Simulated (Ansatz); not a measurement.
`C[S][Cd][Cl]` + HCl → `[Cl][Cd][Cl]` + CH₃SH at 700 K and 1 bar (ligand exchange at a Cd–S bond).

Gas-phase electronic energies from Ansatz, PBE0-D4/def2-TZVP geometries. CCSD(T)/CBS adds triple-zeta CCSD(T) − MP2 to the extrapolated MP2 energy (def2 sets, frozen cores). This one scheme is used for every species. Elements past krypton have def2 core potentials. For Cd outer-core shells are correlated without core-valence functions, which leaves a few kJ/mol of doubt a bond. One conformer a species, not always the lowest.

```
       species  CCSD(T)/CBS energy (Eh)  H − E (kJ/mol)  S (J/(mol·K))
`C[S][Cd][Cl]`              -1065.19669           165.8          443.3
           HCl               -460.38127            38.4          211.8
`[Cl][Cd][Cl]`              -1087.36358            44.3          337.7
         CH₃SH               -438.22835           160.2          309.0
```

H − E and S are ideal-gas, rigid-rotor, harmonic terms from PBE0-D4/def2-TZVP, for one conformer and one mirror image of each species. 1 Eh = 2625.50 kJ/mol, R = 8.31446 J/(mol·K).

Problem. By hand: ΔE, ΔH, ΔS and ΔG.

Solution. ΔE = (-1087.36358) + (-438.22835) − (-1065.19669) − (-460.38127) = -0.01397 Eh = -36.7 kJ/mol. Δ(H − E) = 44.3 + 160.2 − 165.8 − 38.4 = 0.3, so ΔH = -36.4 kJ/mol. ΔS = 337.7 + 309.0 − 443.3 − 211.8 = -8.4 J/(mol·K). ΔG = -36.4 − 700 × (-8.4)/1000 = -30.5 kJ/mol.

Problem. By hand: the equilibrium constant, and the temperature at which ΔG would vanish if ΔH and ΔS stayed fixed.

Solution. log₁₀ K = −ΔG/(RT ln 10) = 2.3. ΔG = 0 at ΔH/ΔS = 4333 K, far beyond where these terms or the molecules hold.

The number of gas molecules stays the same, so ΔS is small and ΔH decides. A doubt of 5 kJ/mol in ΔE shifts log₁₀ K by 0.4 here. Other conformers and mirror images would add mixing entropy, several J/(mol·K) or more a flexible species. These are equilibria of isolated gas molecules and say nothing of rates. Largest T1 diagnostic: 0.013 (customary marks: 0.02 for closed shells, 0.045 for open ones).
